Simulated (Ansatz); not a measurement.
C4H3F3 can be A, `C=C(F)/C(F)=C/F`, or B, `FC1=CC(F)(F)C1`.

Computed with Ansatz on PBE0-D4/def2-TZVP structures; ΔE is electronic, products minus reactants. CCSD(T)/CBS adds triple-zeta CCSD(T) − MP2 to the extrapolated MP2 energy (def2 sets, frozen cores). DFT in def2-TZVPP. B3LYP here is the variant with VWN-RPA as its local correlation; programs differ in this. Each species was taken in one conformer, which may not be the lowest.

Problem. Which isomer does CCSD(T)/CBS put lower? Give the gap. (Estimate.)

Solution. Ansatz gave: B, by 6.3 kcal/mol.

Problem. Give E(B) − E(A) in kcal/mol with BLYP-D4, CCSD(T)/def2-SVP, B2PLYP, HF/def2-TZVPP, r2SCAN-D4, MP2/def2-TZVPP, B3LYP-D4. (Estimate.)

Solution. Computed: BLYP-D4 2.3, CCSD(T)/def2-SVP -5.9, B2PLYP -3.2, HF/def2-TZVPP -4.4, r2SCAN-D4 -3.9, MP2/def2-TZVPP -8.4, B3LYP-D4 -0.8. The order is the other way round with BLYP-D4.

Problem. Does the order hold for the free energy at 298.15 K (harmonic terms from PBE0-D4)? (Best estimate.)

Solution. Ansatz gave: Yes: G(B) − G(A) = -4.7 kcal/mol, for one conformer each.

Largest T1 diagnostic: 0.013.

From BLYP to BHLYP (50 % exact exchange), in def2-TZVPP and without D4, E(B) − E(A) moves by −6.3 kcal/mol. Leaving LDA and LC-ωPBE aside and taking each functional with its dispersion term where it has one, the values, not all of them listed here, spread over 12.5 kcal/mol, from PBE-QIDH to BLYP-D4. LDA lies −3.7 kcal/mol from PBE without D4.
